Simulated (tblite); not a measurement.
Parent: `[CH:1]#[C:2][C@H:3]([CH3:4])[CH2:5][SiH2:6][CH3:7]` with C2–C3–C5–Si6 -65°, C3–C5–Si6–C7 -179°, C6H12Si.

The geometries are computed with GFN2-xTB (gas phase). One conformer each, not checked by frequencies here.

| coordinate of the parent | value |
| --- | --- |
| C1≡C2 | 1.197 Å |
| C2–C3 | 1.451 Å |
| C3–C4 | 1.533 Å |
| C3–C5 | 1.533 Å |
| C5–Si6 | 1.905 Å |
| Si6–C7 | 1.898 Å |
| C1–C2–C3 | 177.7° |
| C2–C3–C4 | 109.4° |
| C2–C3–C5 | 110.3° |
| C4–C3–C5 | 111.2° |
| C3–C5–Si6 | 113.6° |
| C5–Si6–C7 | 108.5° |

Q: How does the shared frame change in `[CH:1]#[C:2][C@@:3]([CH3:4])([CH2:5][SiH2:6][CH3:7])[N:8]=[CH2:9]` with C2–C3–C5–Si6 79°, C3–C5–Si6–C7 -162°, C2–C3–N8–C9 116°, C7H13NSi? Atoms pair as C1 = C1, C2 = C2, C3 = C3, C4 = C4, C5 = C5, Si6 = Si6, C7 = C7 (parent first).

A: 
```csv
parent,relative,value in the relative,change
C1≡C2,C1≡C2,1.196 Å,-0.001
C2–C3,C2–C3,1.460 Å,+0.009
C3–C4,C3–C4,1.535 Å,+0.002
C3–C5,C3–C5,1.534 Å,+0.001
C5–Si6,C5–Si6,1.908 Å,+0.003
Si6–C7,Si6–C7,1.906 Å,+0.008
C1–C2–C3,C1–C2–C3,178.2°,+0.5
C2–C3–C4,C2–C3–C4,108.6°,-0.8
C2–C3–C5,C2–C3–C5,108.8°,-1.5
C4–C3–C5,C4–C3–C5,112.1°,+0.9
C3–C5–Si6,C3–C5–Si6,108.6°,-5.0
C5–Si6–C7,C5–Si6–C7,106.8°,-1.7
```

Of the parent's bonds, C2–C3 and Si6–C7 change most and about equally (+0.008 to +0.009 Å). Bonds of the relative outside the shared frame: C3–N8 1.444, N8=C9 1.248 Å. Point group C1 → C1.

Q: How does the shared frame change in `[CH:1]#[C:2][C@@:3]([CH3:4])([CH2:5][CH3:6])[CH2:7][SiH2:8][CH3:9]` with C2–C3–C5–C6 60°, C2–C3–C7–Si8 68°, C3–C7–Si8–C9 -55°, C8H16Si? Atoms pair as C1 = C1, C2 = C2, C3 = C3, C4 = C4, C5 = C7, Si6 = Si8, C7 = C9 (parent first).

A: 
```tsv
parent	relative	value in the relative	change
C1≡C2	C1≡C2	1.197 Å	0.000
C2–C3	C2–C3	1.455 Å	+0.004
C3–C4	C3–C4	1.534 Å	+0.001
C3–C5	C3–C7	1.537 Å	+0.004
C5–Si6	C7–Si8	1.909 Å	+0.004
Si6–C7	Si8–C9	1.896 Å	-0.002
C1–C2–C3	C1–C2–C3	178.2°	+0.5
C2–C3–C4	C2–C3–C4	108.5°	-0.9
C2–C3–C5	C2–C3–C7	110.0°	-0.3
C4–C3–C5	C4–C3–C7	110.8°	-0.4
C3–C5–Si6	C3–C7–Si8	118.1°	+4.5
C5–Si6–C7	C7–Si8–C9	112.4°	+3.9
```

Of the parent's bonds, C2–C3, C3–C5 and C5–Si6 change most and about equally (+0.004 Å). Bonds of the relative outside the shared frame: C3–C5 1.546, C5–C6 1.524 Å. Point group C1 → C1.

Q: How does the shared frame change in `[CH:1]#[C:2][C@@:3]([CH3:4])([CH:5]=[O:6])[CH2:7][SiH2:8][CH3:9]` with C2–C3–C5–O6 137°, C2–C3–C7–Si8 -47°, C3–C7–Si8–C9 -41°, C7H12OSi? Atoms pair as C1 = C1, C2 = C2, C3 = C3, C4 = C4, C5 = C7, Si6 = Si8, C7 = C9 (parent first).

A: 
```tsv
parent	relative	value in the relative	change
C1≡C2	C1≡C2	1.197 Å	0.000
C2–C3	C2–C3	1.453 Å	+0.002
C3–C4	C3–C4	1.543 Å	+0.010
C3–C5	C3–C7	1.531 Å	-0.002
C5–Si6	C7–Si8	1.911 Å	+0.006
Si6–C7	Si8–C9	1.894 Å	-0.004
C1–C2–C3	C1–C2–C3	179.2°	+1.5
C2–C3–C4	C2–C3–C4	108.8°	-0.6
C2–C3–C5	C2–C3–C7	111.7°	+1.4
C4–C3–C5	C4–C3–C7	111.0°	-0.2
C3–C5–Si6	C3–C7–Si8	115.3°	+1.7
C5–Si6–C7	C7–Si8–C9	113.0°	+4.5
```

Of the parent's bonds, C3–C4 changes most (+0.010 Å). Bonds of the relative outside the shared frame: C3–C5 1.517, C5=O6 1.197 Å. Point group C1 → C1.
